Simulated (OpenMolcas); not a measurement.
Cr2+: moving or changing the point charges

Cr2+ among 4 point charges of -2 e arranged as a tetrahedron (Td), 1.98 Å from the ion.
```
   1.1432    1.1432    1.1432  -2.00
   1.1432   -1.1432   -1.1432  -2.00
  -1.1432    1.1432   -1.1432  -2.00
  -1.1432   -1.1432    1.1432  -2.00
```

- Program: OpenMolcas 26.06
- Method: CASSCF
- Basis: ANO-RCC-VTZP [6s5p3d2f1g]
- Scalar Hamiltonian: DKH2, point nucleus
- Active space: 4 electrons in 5 orbitals (3d)
- State averaging: 2S+1 = 5 even, 5 roots; 2S+1 = 3 even, 45 roots; 2S+1 = 1 even, 50 roots
- Spin-orbit coupling: state interaction with AMFI integrals over the reference wave functions

Runs around this geometry, states (labels of Td). Energies in cm-1 above the lowest state or level, χT in cm3 K/mol; under a threefold ground state the first gap can be a small split of the lowest multiplet, not the spin-orbit step.

```tsv
R (Å)	q (e)	Ground state	First state of that spin	First gap with spin-orbit (degeneracies)	χT at 300 K	First state of another spin
1.98	-1	5T2	5E 1216	32.3 (1, 3)	2.484	3T1 19260
1.98	-2	5T2	5E 1891	23.4 (1, 3)	2.591	3T1 18532
2.16	-2	5T2	5E 1369	29.7 (1, 3)	2.514	3T1 19079
```

Taking the first state of the same spin as R^-n, n = -ln(1369 / 1891) / ln(2.16 / 1.98) = 3.7 between the shortest and longest distance.

Scaling the charges by -1 / -2 = 0.50 scales the first state of the same spin by 1216 / 1891 = 0.64; with fixed orbitals a first-order splitting would follow the charge.

An orbital triplet at a regular site is open to Jahn-Teller coupling, which can distort the site and quench the lowest spin-orbit gaps and is left out. Without dynamic correlation the repulsion within the d shell is too large (B by tens of per cent), so at a given field states of lower spin stand too high. The ground term spreads over less than 5000 cm-1, several times less than with real ligands, so orbital moments are less quenched and χT lies further from the spin-only value than at real sites. This is an electrostatic model: the charges have no orbitals. No measured value stands beside these numbers.
